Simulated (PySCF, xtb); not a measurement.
C₃H₈AlCl, SMILES CC[CH2][AlH][Cl].

GFN2-xTB in xtb at its own geometry gives an orbital gap of 4.32 eV and a dipole moment of 1.75 D.

The structure is a stationary point at B3LYP-D3(BJ)/def2-SVP. The values are those of a single conformer.

Question: What does PySCF with PBE/def2-TZVP give? (An estimate is asked for; the answer gives what the named calculation found.)

Answer: gap 4.63 eV (levels -6.57 and -1.94 eV), dipole 1.95 D.
